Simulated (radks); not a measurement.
Q: Numerical settings for the gold ion Au+, [Xe] 4f14 5d10. All-electron calculation, scalar-relativistic Kohn-Sham, PBE, spin-polarised, spherical densities, finite nucleus; Fermi nuclear charge, rms radius 5.4371 fm. Program: a radial shooting solver on a logarithmic mesh with Libxc functionals. The defaults (mesh step 0.008 in ln r, mesh end at 40 bohr or more with all orbitals vanishing there, Anderson mixing 0.5 over 9 steps, residual threshold near 1e-9 with the energy settled to 1e-9 hartree or 1e-11 of itself, here a cap of 100 iterations) give E = -19007.274 hartree and 5d at -15.329 eV in 15 iterations. Run on one thread of a shared host, so times are rough (Arm Neoverse V2): 0.26 s of CPU time, 0.26 s wall, 15 iterations on 2314 mesh points. One setting is changed at a time: mesh step in ln r 0.12; mesh step in ln r 0.005; mesh step in ln r 0.012; mesh end (bohr) 8; mesh end (bohr) 2; residual threshold 0.001; residual threshold 0.1; mixing 0.2; linear mixing, mixing 0.05; linear mixing, mixing 0.8; mixing history 20; iteration cap 5. Which runs fail to converge, and which converge to a wrong energy?

A: Not converged within the cap: mesh step in ln r 0.12; linear mixing, mixing 0.05; linear mixing, mixing 0.8; iteration cap 5. Settled on a wrong energy, with an occupied level pushed above zero by the early mesh end: mesh end (bohr) 2 (+9.34 hartree). Apart from these: no run marked as converged misses the energy by more than 1 mhartree.
